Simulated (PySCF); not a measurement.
This PySCF input asks for the NMR shieldings of SMILES FC(P(CC)C(C)C)(F)F, C₆H₁₂F₃P; the geometry comes from GFN2-xTB.

```python
import basis_set_exchange as bse
import numpy as np
from pyscf import gto, dft
from pyscf.prop import nmr

atoms = """
C     2.747788   -0.647640   -1.061532
C     1.550508   -0.697318   -0.116786
P     0.112717    0.295011   -0.768551
C    -1.196514   -0.218583    0.477766
C    -2.332063    0.802330    0.516491
C    -1.741677   -1.583958    0.063015
C     0.622566    1.912125    0.086004
F     1.853993    2.287386   -0.295044
F     0.652150    1.843010    1.430441
F    -0.193881    2.928919   -0.225416
H     2.462512   -0.991925   -2.053483
H     3.137290    0.363217   -1.150585
H     3.543281   -1.289886   -0.689205
H     1.205260   -1.730224   -0.026334
H     1.825680   -0.340940    0.880373
H    -0.728985   -0.294656    1.467926
H    -2.730148    0.967726   -0.483559
H    -3.137854    0.431445    1.147891
H    -2.005260    1.757820    0.918590
H    -2.498709   -1.912421    0.772549
H    -0.959077   -2.339204    0.031114
H    -2.199987   -1.522848   -0.922514
"""
names = dict.fromkeys(["C", "P", "F", "H"], "pcSseg-1")
basis = {el: gto.basis.parse(bse.get_basis(n, elements=[el], fmt="nwchem")) for el, n in names.items()}
mol = gto.M(atom=atoms, basis=basis, charge=0, verbose=0)
mf = dft.RKS(mol, xc="PBE0")
mf.grids.level = 2
mf.grids.alignment = dft.numint.BLKSIZE   # the property module wants whole blocks of grid points
mf.conv_tol = 1e-9
mf.kernel()

calc = nmr.RKS(mf)   # GIAO
C = mf.mo_coeff
Co = C[:, mf.mo_occ > 0]
resp = mf.gen_response(singlet=True, hermi=2)
def vind(x):   # induced exchange potential for any number of trial vectors
    d = np.einsum("pi,xij,qj->xpq", C, 2 * x.reshape(-1, C.shape[1], Co.shape[1]), Co, optimize=True)
    return np.einsum("xpq,pi,qj->xij", resp(d - d.transpose(0, 2, 1)), C, Co, optimize=True).ravel()
mo1, _ = nmr.rhf.solve_mo1(calc, with_cphf=vind)
sigma = calc.kernel(mo1)
for i, s in enumerate(sigma):   # ppm
    w = np.linalg.eigvalsh((s + s.T) / 2)
    print("%2d %-2s iso %8.1f  s11 %8.1f  s22 %8.1f  s33 %8.1f" % (i, mol.atom_pure_symbol(i), w.mean(), *w))
```

Task: What are the results?

Result: 
```
 0 C  iso    172.5  s11    160.6  s22    168.7  s33    188.2
 1 C  iso    164.4  s11    149.0  s22    167.2  s33    177.0
 2 P  iso    319.1  s11    251.8  s22    323.9  s33    381.5
 3 C  iso    155.3  s11    148.7  s22    150.5  s33    166.6
 4 C  iso    165.0  s11    151.0  s22    158.2  s33    185.6
 5 C  iso    166.0  s11    153.0  s22    157.7  s33    187.4
 6 C  iso     43.6  s11     34.8  s22     38.7  s33     57.4
 7 F  iso    245.7  s11    163.1  s22    244.4  s33    329.6
 8 F  iso    257.0  s11    169.3  s22    257.9  s33    343.7
 9 F  iso    233.9  s11    143.7  s22    240.0  s33    318.0
10 H  iso     30.5  s11     26.0  s22     28.7  s33     36.9
11 H  iso     30.2  s11     24.2  s22     31.0  s33     35.4
12 H  iso     30.3  s11     25.1  s22     27.1  s33     38.7
13 H  iso     30.2  s11     23.6  s22     31.5  s33     35.5
14 H  iso     29.5  s11     25.3  s22     29.9  s33     33.4
15 H  iso     29.7  s11     26.8  s22     29.1  s33     33.2
16 H  iso     30.7  s11     27.3  s22     28.5  s33     36.3
17 H  iso     30.5  s11     25.7  s22     27.7  s33     38.1
18 H  iso     30.0  s11     23.8  s22     30.8  s33     35.4
19 H  iso     30.4  s11     25.9  s22     27.5  s33     38.0
20 H  iso     30.5  s11     24.4  s22     30.4  s33     36.8
21 H  iso     30.8  s11     27.1  s22     28.5  s33     36.8
```

These numbers come from an equivalent density-fitted implementation of the same equations, which agrees with the script to about 0.01 ppm for H and up to a few tenths of a ppm for heavy atoms, so last digits may differ.

Size and cost of the density-fitted run: 237 basis functions, 64 s wall time on 1 thread of an Arm Neoverse V1, shared host; peak memory 1.2 GiB.
